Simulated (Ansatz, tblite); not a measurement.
Isomers of Be2Se2⁺ (doublet), found by a short tight-binding search and relaxed with PBE0-D4/def2-TZVP in Ansatz.

The xTB rows come from tblite. Correlated methods freeze 18 core orbitals; core or outer-core shells of Se are correlated, in sets that lack core-valence functions. In CCSD on the charge 1 doublet the largest single amplitude is 0.49, so its Hartree–Fock determinant may place the open shell otherwise than the density functionals do.

Run but left out: HF/def2-TZVPP, MP2/def2-TZVPP (B: a determinant that CCSD turns far, T1 0.058).

A: At CCSD(T)/def2-TZVPP the charge 1 doublet is spin-contaminated (final ⟨S²⟩ up to 0.88, 0.75 for a pure state). B: At CCSD(T)/def2-TZVPP T1 of the charge 1 doublet is large (up to 0.058), so the single-reference result is doubtful.

Other spin states were run for one of them alone.

A:

Cartesian coordinates in Å:
```
Be 0.8440 0.0451 -0.6292
Be -0.8436 -0.0452 0.6297
Se -0.1830 -1.7334 -0.3696
Se 0.1827 1.7335 0.3692
```

B:

Cartesian coordinates in Å:
```
Be 0.216 -0.336 1.401
Be 0.722 -0.063 -1.262
Se -0.929 -0.954 -0.274
Se -0.009 1.354 0.136
```

Task: Estimate their order by electronic energy at r2SCAN0-D4/def2-TZVP, counted from the lowest.

Result: A (0.0) < B (50.8), in kcal/mol.

Task: Do the other levels pick the same lowest one?

Result: All that were run do. Energies above each level's lowest (kcal/mol):

```
               level    A     B
            GFN1-xTB  0.0   0.3
            GFN2-xTB  0.0  27.4
    PBE-D4/def2-TZVP  0.0  44.8
 r2SCAN-D4/def2-TZVP  0.0  47.8
    B97M-V/def2-TZVP  0.0  51.1
   PBE0-D4/def2-TZVP  0.0  49.1
r2SCAN0-D4/def2-TZVP  0.0  50.8
     CCSD/def2-TZVPP  0.0  52.7
  CCSD(T)/def2-TZVPP  0.0  50.6
```
Point groups (tolerance 0.1 Å): A D2h, B C2v. Lower isomers may exist.
